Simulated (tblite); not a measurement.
Compound: C7H4N3 (doublet state).
SMILES: `[H]/N=[C]/c1ccnc(C#N)c1`

Calculated harmonic vibrations of the isolated species, GFN2-xTB (tblite), most abundant isotopes, no scaling. This tight-binding method is rough: wavenumbers can miss measured ones by several per cent, in bad cases by 10 to 20. Open shells enter through the occupations alone, without spin polarisation, and single modes of such species can be off by tens of per cent.

Harmonic wavenumbers (cm⁻¹): 92.5, 106.0, 130.3, 159.3, 259.6, 323.6, 417.6, 432.5, 461.1, 488.3, 551.6, 570.5, 627.2, 661.3, 720.4, 770.6, 823.2, 903.6, 912.3, 941.2, 986.2, 1123.3, 1155.1, 1240.1, 1259.7, 1287.7, 1352.9, 1406.3, 1431.9, 1536.6, 2138.9, 2381.9, 3060.9, 3098.0, 3102.9, 3328.8.

A = 2808, B = 901.0, C = 683.5 MHz; mass 130.041 u (most abundant isotopes); point group C1, symmetry number 1; spin multiplicity 2.

What is the zero-point energy?

Half the sum of the wavenumbers: 20122 cm⁻¹ = 57.53 kcal/mol.

Give the ideal-gas entropy at 298.15 K and 1 bar in the rigid-rotor, harmonic-oscillator model (classical rotation).

Translation 40.53, rotation 29.61, vibration 21.87, spin (R ln 2) 1.38: S = 93.4 cal/(mol K).

And Cp and H(298.15 K) − H(0)?

Cp = 33.91 cal/(mol K), of which vibrations give 25.96 (their classical limit is 36 R = 71.5); H(298.15 K) − H(0) = 6.08 kcal/mol without the zero-point energy, 3.71 from vibrations.

How do the functions run with temperature in this model?

| T (K) | S (cal/(mol K)) | Cp (cal/(mol K)) | H − H(0) (kcal/mol) | G − H(0) (kcal/mol) | ln q(vib) |
| --- | --- | --- | --- | --- | --- |
| 50 | 58.6 | 11.3 | 0.45 | -2.48 | 0.16 |
| 100 | 67.9 | 15.9 | 1.13 | -5.66 | 0.87 |
| 373.15 | 101.6 | 39.8 | 8.85 | -29.08 | 6.34 |
| 500 | 114.5 | 47.8 | 14.42 | -42.81 | 9.03 |
| 750 | 135.9 | 58.0 | 27.76 | -74.20 | 14.11 |
| 1000 | 153.5 | 64.1 | 43.08 | -110.45 | 18.75 |

q(vib) and H(0) count from the zero-point level.

Which modes carry the vibrational entropy at 298.15 K?

92.5 cm⁻¹: 3.61; 106.0 cm⁻¹: 3.34; 130.3 cm⁻¹: 2.94; 159.3 cm⁻¹: 2.56; 259.6 cm⁻¹: 1.66; 323.6 cm⁻¹: 1.29 cal/(mol K); the other 30 give 6.47 together.

Hindered rotation and anharmonicity are outside this model. The structure is chiral; the term R ln 2 for an equal mix with its mirror image is left out.
